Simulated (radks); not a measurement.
Ionisation of neutral chlorine, [Ne] 3s2 3p5, to [Ne] 3s2 3p4 as the strength of local exchange is varied. All-electron calculation, scalar-relativistic Kohn-Sham, Slater X-alpha exchange (alpha = 2/3 is LDA exchange), no correlation, spin-polarised, spherical densities, point nucleus; open shells are filled with parallel spins first. Program: a radial shooting solver on a logarithmic mesh with Libxc functionals.

alpha  E(Cl) (hartree)  exchange (hartree)  IE (eV)  -e of the level emptied (eV)  <r> of it (bohr)
0.638       -457.71158           -24.22165   11.382                    6.613 (3p)             1.902
0.667       -458.81400           -25.37565   11.700                    6.906 (3p)             1.887
0.734       -461.36979           -28.05923   12.451                    7.601 (3p)             1.856
0.746       -461.82884           -28.54244   12.588                    7.729 (3p)             1.850
0.962       -470.15899           -37.37353   15.173                   10.167 (3p)             1.758
?           -463.01654           -29.79435   12.944                    8.062 (3p)             1.836

Which alpha was used in the last row?

Answer. alpha = 0.777. NIST Atomic Spectra Database: 12.968 eV (measured). The Delta-SCF value meets it near alpha = 0.78. Open shells are spherical and high-spin; term and fine-structure splittings are not resolved.
